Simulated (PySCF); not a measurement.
# A small calculation by hand: oscillator strength and radiative lifetime

C₃H₄BrF, SMILES C/C(F)=C\Br.

Geometry optimised at B3LYP-D3(BJ)/def2-SVP.

TDDFT-PBE0/def2-SVPD in PySCF 2.14.0 puts the first singlet state with f over 0.02 at 6.46 eV (vertical), with the transition dipole (0.380, 1.305, 0.000) in atomic units.

### Question
Find the oscillator strength, the wavelength and the radiative lifetime that this transition would have in vacuum if emission retraced absorption.

### Answer

|μ|² = 1.8474 au, so |μ| = 3.45 D. ΔE = 6.46/27.211 = 0.2374 hartree. f = (2/3) ΔE |μ|² = 0.292 (the program prints 0.293).
λ = 1239.84/6.46 = 192 nm; ν = 52103 cm⁻¹.
Einstein's coefficient A = 0.6670 ν² f s⁻¹ (ν in cm⁻¹) = 5.3e8 s⁻¹, so τ = 1/A = 1.9 ns. This state is S2; the lower singlet has f = 0.001. The figure is the radiative limit of this one transition; relaxation, internal conversion, crossing to triplets and a medium change what is measured.
